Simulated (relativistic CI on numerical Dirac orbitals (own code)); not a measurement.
## Cu³⁺: K-alpha X-ray emission

Computed with this model: Dirac-Coulomb-Breit CI, separate exchange-only KLI orbitals for each configuration, model QED, valence Slater integrals scaled by 0.7, multiplet model of X-ray emission after core ionisation; configurations [Ar] 3d8 → 1s 2s2 2p6 3s2 3p6 3d8 → [He] 2s2 2p5 3s2 3p6 3d8; 80 K; Lorentzian 1.26 eV and Gaussian 0.6 eV FWHM. Energies are those of the free ion, without screening or charge transfer. S is read from ⟨S²⟩ = S(S + 1).

Field parameters in Wybourne normalisation: D4h B²₀ = −7Ds, B⁴₀ = 21(Dq − Dt), B⁴₄ = 21√(5/14) Dq; Oh B⁴₀ = 21Dq, B⁴₄ = √(5/14) B⁴₀; Td as Oh with Dq negative (B⁴₀ = 21Dq, B⁴₄ = √(5/14) B⁴₀). The field is a parameter set, without covalency.

free ion: ground-state S = 1.00, centroid 8039.28 eV. Peaks (eV, height): 8025.4 (100), 8043.2 (46), 8046.0 (88), 8048.0 (96).

D4h, 10Dq = 18650, Ds = -470, Dt = 810 cm⁻¹: ground-state S = 1.00, centroid 8039.25 eV. Peaks (eV, height): 8025.8 (64), 8047.4 (100).

Td, 10Dq = -12900 cm⁻¹: ground-state S = 1.00, centroid 8039.70 eV. Peaks (eV, height): 8025.4 (69), 8043.0 (22), 8047.8 (100).

Oh, 10Dq = 23700 cm⁻¹: ground-state S = 1.00, centroid 8039.24 eV. Peaks (eV, height): 8025.8 (64), 8047.2 (100).

Strongest unbroadened transitions for free ion:

```tsv
Energy (eV)	Relative strength
8025.21	26.5
8025.28	39.6
8025.29	47.6
8025.36	13.4
8026.08	9.4
8043.01	10.5
8043.14	19.4
8043.28	12.4
8045.32	6.7
8045.72	34.6
8045.80	17.1
8046.04	6.2
8046.12	22.4
8046.69	14.4
8047.02	10.9
8047.12	9.5
8047.20	11.2
8048.04	100.0
```
